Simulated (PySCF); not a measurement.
Job file and geometry (Å, from GFN2-xTB) of an NMR shielding run on SMILES B1OBOB(c2ccncc2)O1, C$_{5}$H$_{6}$B$_{3}$NO$_{3}$, GIAO PBE0/pcSseg-1 NMR shielding, non-relativistic, gas phase in PySCF 2.14.0, density-fitted response routines; density fitting, a coarse starting grid and PySCF grid level 2 are the driver's defaults:

```
$ OMP_NUM_THREADS=1 python probes_run.py task.json out

{"job": {"kind": "nmr", "xc": "PBE0", "basis": "pcSseg-1"}, "charge": 0, "multiplicity": 1}
B     -3.065500     0.797213     0.474858
O     -3.636874    -0.342765     0.001971
B     -2.858326    -1.355025    -0.466031
O     -1.506590    -1.228277    -0.460177
B     -0.918780    -0.086477     0.014138
C      0.648185     0.061626     0.021959
C      1.272535     1.216360     0.500159
C      2.655783     1.294849     0.484474
N      3.434785     0.325040     0.035663
C      2.855801    -0.773874    -0.418128
C      1.482569    -0.955774    -0.447571
O     -1.713843     0.925092     0.481621
H     -3.735087     1.667697     0.877562
H     -3.349959    -2.335171    -0.873389
H      0.673955     2.032176     0.874573
H      3.171291     2.174831     0.847925
H      3.530268    -1.542450    -0.773920
H      1.051027    -1.868756    -0.827330
```

**Question.** What does the program print?

**Answer.** 
```
coarse grid: 16728 points
cycle   1  E = -548.4556483130  dE =  2.407e+00  |g| = 9.737e-01  |ddm| = 4.138e+00
cycle   2  E = -548.3032967229  dE =  1.524e-01  |g| = 1.355e+00  |ddm| = 1.459e+00
cycle   3  E = -548.6235820483  dE = -3.203e-01  |g| = 7.337e-02  |ddm| = 8.832e-01
cycle   4  E = -548.6243124939  dE = -7.304e-04  |g| = 4.399e-02  |ddm| = 8.826e-02
cycle   5  E = -548.6247393550  dE = -4.269e-04  |g| = 1.665e-02  |ddm| = 5.345e-02
cycle   6  E = -548.6248072544  dE = -6.790e-05  |g| = 4.902e-03  |ddm| = 2.167e-02
cycle   7  E = -548.6248129250  dE = -5.671e-06  |g| = 5.878e-04  |ddm| = 4.682e-03
final grid: 166512 points
cycle   8  E = -548.7206059660  dE = -6.940e-05  |g| = 1.135e-02  |ddm| = 3.900e-02
cycle   9  E = -548.7205874670  dE =  1.850e-05  |g| = 1.546e-02  |ddm| = 1.842e-02
cycle  10  E = -548.7206314204  dE = -4.395e-05  |g| = 1.181e-03  |ddm| = 1.043e-02
cycle  11  E = -548.7206317035  dE = -2.831e-07  |g| = 4.750e-04  |ddm| = 1.425e-03
cycle  12  E = -548.7206317491  dE = -4.558e-08  |g| = 1.679e-04  |ddm| = 5.438e-04
cycle  13  E = -548.7206317553  dE = -6.200e-09  |g| = 4.482e-05  |ddm| = 1.858e-04
cycle  14  E = -548.7206317558  dE = -5.002e-10  |g| = 1.226e-05  |ddm| = 5.618e-05
converged SCF energy = -548.7206317558

GIAO shielding tensors (ppm)
atom      isotropic    diamagn.    paramagn.     s11        s22        s33       span
  0 B       73.964     195.647    -121.683     57.956     68.892     95.045     37.090
  1 O      115.904     392.282    -276.378    -78.145     89.147    336.709    414.854
  2 B       73.962     195.659    -121.696     57.952     68.892     95.043     37.090
  3 O      129.607     398.524    -268.917    -49.897     95.740    342.978    392.875
  4 B       73.241     198.360    -125.118     58.472     72.339     88.913     30.441
  5 C       44.233     256.458    -212.225    -57.737     -2.274    192.709    250.446
  6 C       52.029     255.857    -203.828    -67.009     43.463    179.632    246.642
  7 C       30.931     251.465    -220.533    -81.137     26.658    147.272    228.409
  8 N     -110.778     331.610    -442.389   -456.991   -184.702    309.357    766.348
  9 C       30.938     251.478    -220.540    -81.141     26.672    147.282    228.423
 10 C       52.029     255.875    -203.846    -67.026     43.484    179.629    246.655
 11 O      129.562     398.506    -268.944    -49.993     95.721    342.957    392.950
 12 H       27.007      28.995      -1.987     23.196     26.775     31.051      7.855
 13 H       27.007      29.007      -2.000     23.196     26.774     31.050      7.854
 14 H       23.528      33.936     -10.409     19.754     21.729     29.100      9.345
 15 H       22.469      28.607      -6.137     18.419     22.038     26.951      8.532
 16 H       22.470      28.625      -6.156     18.421     22.035     26.953      8.532
 17 H       23.529      33.960     -10.431     19.756     21.730     29.102      9.346
```

Size and cost of the density-fitted run: 234 basis functions, 41 s wall time on 1 thread of an Arm Neoverse V2, shared host; peak memory 1 GiB.
